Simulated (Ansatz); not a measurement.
Calculation: PBE0-D3(BJ)/def2-TZVP (Ansatz, a quantum-chemistry and plane-wave program). No frequencies were computed at this level.

Ansatz 0.2 input:
```yaml
crystal:
  periodic: [false, false, false]
  atoms:
    - { symbol: C, position_ang: [1.755298, -0.273066, -0.251279] }
    - { symbol: Si, position_ang: [0.064928, 0.179649, 0.547036] }
    - { symbol: Si, position_ang: [-0.402222, 2.304876, 0.090277] }
    - { symbol: Si, position_ang: [-1.383306, -1.54907, 0.059316] }
    - { symbol: H, position_ang: [2.15552, -1.184257, 0.18647] }
    - { symbol: H, position_ang: [2.49175, 0.510895, -0.102138] }
    - { symbol: H, position_ang: [1.661743, -0.441031, -1.321479] }
    - { symbol: H, position_ang: [-1.627635, 2.904796, 0.640817] }
    - { symbol: H, position_ang: [0.543543, 3.43005, 0.186048] }
    - { symbol: H, position_ang: [-1.601247, -1.890742, -1.351994] }
    - { symbol: H, position_ang: [-0.962124, -2.796619, 0.709645] }
    - { symbol: H, position_ang: [-2.696248, -1.195483, 0.607284] }
basis:
  gaussian: { orbitals: def2-tzvp }
hamiltonian:
  xc: pbe0
  dispersion: d3bj
relax:
  max_steps: 150
```

Output:

```
Functional definition: PBE0
1336 factors; their error is unknown
mean field evaluation 1: about -24782.6921 eV, gradient 4.8e1 eV
mean field evaluation 2: about -24779.0576 eV, gradient 5.6e1 eV
mean field evaluation 4: about -24788.0557 eV, gradient 6.7e0 eV
mean field evaluation 8: about -24788.2363 eV, gradient 4.6e-2 eV
mean field evaluation 16: about -24788.3308 eV, gradient 2.4e-5 eV
mean field -24788.33076429 eV, -910.9543534537 hartree, gradient 2.4e-5 eV, S^2 0.000000; 0 other end points of the search recorded, 0 dependent functions left out
reference -24788.33080323 eV, -910.9543548845 hartree; 28, 28 occupied and 162, 162 virtual orbitals, 1336 factors
relax step   1: F+E_penalty+E_count = -24788.62684519 eV  Δ(F+E_penalty+E_count) = +0.000e0 eV  max|allowed force component| = 9.998e-1 eV/Å  Δτ_max = 0.0000 Å  (28 SCF iters, accepted)
these checks for a lower state are left out or cut short: starts, cluster_reference, orbital_swaps, neighbouring_geometries, increment
1336 factors; their error is unknown
mean field -24788.51681441 eV, -910.9611906694 hartree, gradient 7.1e-6 eV, S^2 0.000000; 0 other end points of the search recorded, 0 dependent functions left out
reference -24788.51685278 eV, -910.9611920796 hartree; 28, 28 occupied and 162, 162 virtual orbitals, 1336 factors
relax step   2: F+E_penalty+E_count = -24788.81229194 eV  Δ(F+E_penalty+E_count) = -1.854e-1 eV  max|allowed force component| = 4.749e-1 eV/Å  Δτ_max = 0.1927 Å  (31 SCF iters, accepted)
these checks for a lower state are left out or cut short: starts, cluster_reference, orbital_swaps, neighbouring_geometries, increment
1336 factors; their error is unknown
mean field -24788.56269102 eV, -910.9628766037 hartree, gradient 1.0e-5 eV, S^2 0.000000; 0 other end points of the search recorded, 0 dependent functions left out
reference -24788.56272958 eV, -910.9628780207 hartree; 28, 28 occupied and 162, 162 virtual orbitals, 1336 factors
relax step   3: F+E_penalty+E_count = -24788.85905189 eV  Δ(F+E_penalty+E_count) = -4.676e-2 eV  max|allowed force component| = 2.763e-1 eV/Å  Δτ_max = 0.0631 Å  (30 SCF iters, accepted)
these checks for a lower state are left out or cut short: starts, cluster_reference, orbital_swaps, neighbouring_geometries, increment
1336 factors; their error is unknown
mean field evaluation 32: about -24788.2197 eV, gradient 1.0e1 eV
mean field -24788.58751699 eV, -910.9637889412 hartree, gradient 2.5e-5 eV, S^2 0.000000; 0 other end points of the search recorded, 0 dependent functions left out
reference -24788.58755561 eV, -910.9637903606 hartree; 28, 28 occupied and 162, 162 virtual orbitals, 1336 factors
relax step   4: F+E_penalty+E_count = -24788.88354769 eV  Δ(F+E_penalty+E_count) = -2.450e-2 eV  max|allowed force component| = 7.122e-1 eV/Å  Δτ_max = 0.2000 Å  (30 SCF iters, accepted)
these checks for a lower state are left out or cut short: starts, cluster_reference, orbital_swaps, neighbouring_geometries, increment
1336 factors; their error is unknown
mean field -24788.61174470 eV, -910.9646792931 hartree, gradient 1.2e-5 eV, S^2 0.000000; 0 other end points of the search recorded, 0 dependent functions left out
reference -24788.61178345 eV, -910.9646807172 hartree; 28, 28 occupied and 162, 162 virtual orbitals, 1336 factors
relax step   5: F+E_penalty+E_count = -24788.90675601 eV  Δ(F+E_penalty+E_count) = -2.321e-2 eV  max|allowed force component| = 2.533e-1 eV/Å  Δτ_max = 0.0529 Å  (31 SCF iters, accepted)
these checks for a lower state are left out or cut short: starts, cluster_reference, orbital_swaps, neighbouring_geometries, increment
1336 factors; their error is unknown
mean field -24788.62474169 eV, -910.9651569240 hartree, gradient 1.1e-5 eV, S^2 0.000000; 0 other end points of the search recorded, 0 dependent functions left out
reference -24788.62478062 eV, -910.9651583544 hartree; 28, 28 occupied and 162, 162 virtual orbitals, 1336 factors
relax step   6: F+E_penalty+E_count = -24788.91889895 eV  Δ(F+E_penalty+E_count) = -1.214e-2 eV  max|allowed force component| = 8.042e-2 eV/Å  Δτ_max = 0.1042 Å  (29 SCF iters, accepted)
these checks for a lower state are left out or cut short: starts, cluster_reference, orbital_swaps, neighbouring_geometries, increment
1336 factors; their error is unknown
mean field -24788.62798196 eV, -910.9652760016 hartree, gradient 1.4e-5 eV, S^2 0.000000; 0 other end points of the search recorded, 0 dependent functions left out
reference -24788.62802087 eV, -910.9652774316 hartree; 28, 28 occupied and 162, 162 virtual orbitals, 1336 factors
relax step   7: F+E_penalty+E_count = -24788.92250968 eV  Δ(F+E_penalty+E_count) = -3.611e-3 eV  max|allowed force component| = 4.805e-2 eV/Å  Δτ_max = 0.0559 Å  (30 SCF iters, accepted)
these checks for a lower state are left out or cut short: starts, cluster_reference, orbital_swaps, neighbouring_geometries, increment
1336 factors; their error is unknown
mean field evaluation 64: about -24788.6306 eV, gradient 1.5e-3 eV
mean field -24788.63060494 eV, -910.9653723942 hartree, gradient 9.9e-6 eV, S^2 0.000000; 0 other end points of the search recorded, 0 dependent functions left out
reference -24788.63064408 eV, -910.9653738327 hartree; 28, 28 occupied and 162, 162 virtual orbitals, 1336 factors
relax step   8: F+E_penalty+E_count = -24788.92510037 eV  Δ(F+E_penalty+E_count) = -2.591e-3 eV  max|allowed force component| = 7.872e-2 eV/Å  Δτ_max = 0.1257 Å  (29 SCF iters, accepted)
these checks for a lower state are left out or cut short: starts, cluster_reference, orbital_swaps, neighbouring_geometries, increment
1336 factors; their error is unknown
mean field -24788.63138043 eV, -910.9654008930 hartree, gradient 1.3e-5 eV, S^2 0.000000; 0 other end points of the search recorded, 0 dependent functions left out
reference -24788.63141957 eV, -910.9654023313 hartree; 28, 28 occupied and 162, 162 virtual orbitals, 1336 factors
relax step   9: F+E_penalty+E_count = -24788.92589259 eV  Δ(F+E_penalty+E_count) = -7.922e-4 eV  max|allowed force component| = 4.252e-2 eV/Å  Δτ_max = 0.0275 Å  (32 SCF iters, accepted)
these checks for a lower state are left out or cut short: starts, cluster_reference, orbital_swaps, neighbouring_geometries, increment
1336 factors; their error is unknown
mean field -24788.63168917 eV, -910.9654122388 hartree, gradient 1.3e-5 eV, S^2 0.000000; 0 other end points of the search recorded, 0 dependent functions left out
reference -24788.63172836 eV, -910.9654136790 hartree; 28, 28 occupied and 162, 162 virtual orbitals, 1336 factors
relax step  10: F+E_penalty+E_count = -24788.92624022 eV  Δ(F+E_penalty+E_count) = -3.476e-4 eV  max|allowed force component| = 5.009e-2 eV/Å  Δτ_max = 0.0327 Å  (32 SCF iters, accepted)
these checks for a lower state are left out or cut short: starts, cluster_reference, orbital_swaps, neighbouring_geometries, increment
1336 factors; their error is unknown
mean field -24788.63232990 eV, -910.9654357853 hartree, gradient 1.3e-5 eV, S^2 0.000000; 0 other end points of the search recorded, 0 dependent functions left out
reference -24788.63236913 eV, -910.9654372269 hartree; 28, 28 occupied and 162, 162 virtual orbitals, 1336 factors
relax step  11: F+E_penalty+E_count = -24788.92695565 eV  Δ(F+E_penalty+E_count) = -7.154e-4 eV  max|allowed force component| = 1.456e-2 eV/Å  Δτ_max = 0.0279 Å  (31 SCF iters, accepted)
these checks for a lower state are left out or cut short: starts, cluster_reference, orbital_swaps, neighbouring_geometries, increment
1336 factors; their error is unknown
mean field -24788.63241806 eV, -910.9654390251 hartree, gradient 1.3e-5 eV, S^2 0.000000; 0 other end points of the search recorded, 0 dependent functions left out
reference -24788.63245731 eV, -910.9654404678 hartree; 28, 28 occupied and 162, 162 virtual orbitals, 1336 factors
relax step  12: F+E_penalty+E_count = -24788.92710127 eV  Δ(F+E_penalty+E_count) = -1.456e-4 eV  max|allowed force component| = 1.061e-2 eV/Å  Δτ_max = 0.0249 Å  (32 SCF iters, accepted)
these checks for a lower state are left out or cut short: starts, cluster_reference, orbital_swaps, neighbouring_geometries, increment
1336 factors; their error is unknown
mean field evaluation 96: about -24788.5383 eV, gradient 1.3e-3 eV
mean field -24788.63244229 eV, -910.9654399156 hartree, gradient 1.3e-5 eV, S^2 0.000000; 0 other end points of the search recorded, 0 dependent functions left out
reference -24788.63248157 eV, -910.9654413590 hartree; 28, 28 occupied and 162, 162 virtual orbitals, 1336 factors
relax step  13: F+E_penalty+E_count = -24788.92717657 eV  Δ(F+E_penalty+E_count) = -7.530e-5 eV  max|allowed force component| = 1.210e-2 eV/Å  Δτ_max = 0.0183 Å  (31 SCF iters, accepted)
these checks for a lower state are left out or cut short: starts, cluster_reference, orbital_swaps, neighbouring_geometries, increment
1336 factors; their error is unknown
mean field -24788.63247141 eV, -910.9654409856 hartree, gradient 1.2e-5 eV, S^2 0.000000; 0 other end points of the search recorded, 0 dependent functions left out
reference -24788.63251069 eV, -910.9654424293 hartree; 28, 28 occupied and 162, 162 virtual orbitals, 1336 factors
relax step  14: F+E_penalty+E_count = -24788.92720360 eV  Δ(F+E_penalty+E_count) = -2.703e-5 eV  max|allowed force component| = 7.059e-3 eV/Å  Δτ_max = 0.0047 Å  (24 SCF iters, accepted)
1336 factors; their error is unknown
mean field -24788.63247141 eV, -910.9654409856 hartree, gradient 1.5e-5 eV, S^2 0.000000; 1 other end points of the search recorded, 0 dependent functions left out
reference -24788.63251069 eV, -910.9654424293 hartree; 28, 28 occupied and 162, 162 virtual orbitals, 1336 factors
Total energy: -24788.92724288 eV, -910.9762736375 hartree
Atom 0 at     1.937334    -0.284112    -0.393567 Å, force     0.001558     0.002652    -0.000648 eV/Å
Atom 1 at     0.167132     0.178621     0.018909 Å, force     0.007059    -0.001322    -0.002170 eV/Å
Atom 2 at    -0.456829     2.179388     0.428372 Å, force     0.006415     0.002183    -0.000457 eV/Å
Atom 3 at    -1.495012    -1.429712     0.034798 Å, force    -0.006331    -0.004427    -0.000810 eV/Å
Atom 4 at     2.321496    -1.009426     0.327045 Å, force    -0.001243     0.001576    -0.001815 eV/Å
Atom 5 at     2.575389     0.600702    -0.369734 Å, force    -0.005408    -0.004891     0.000822 eV/Å
Atom 6 at     1.996186    -0.729226    -1.389193 Å, force    -0.000703     0.001190     0.002637 eV/Å
Atom 7 at    -1.869033     2.476929     0.752154 Å, force    -0.006988     0.002089     0.001374 eV/Å
Atom 8 at     0.444757     3.354673     0.465551 Å, force     0.000419     0.000192     0.000273 eV/Å
Atom 9 at    -1.634351    -2.087978    -1.293932 Å, force     0.000574     0.001194     0.003652 eV/Å
Atom 10 at    -1.214954    -2.495802     1.036282 Å, force    -0.000342     0.001887    -0.001351 eV/Å
Atom 11 at    -2.772116    -0.754060     0.383318 Å, force     0.004990    -0.002325    -0.001506 eV/Å
Dipole moment:     0.239298    -0.091182    -0.059154 e Å
```

Cost: very roughly 2.2 core-minutes.
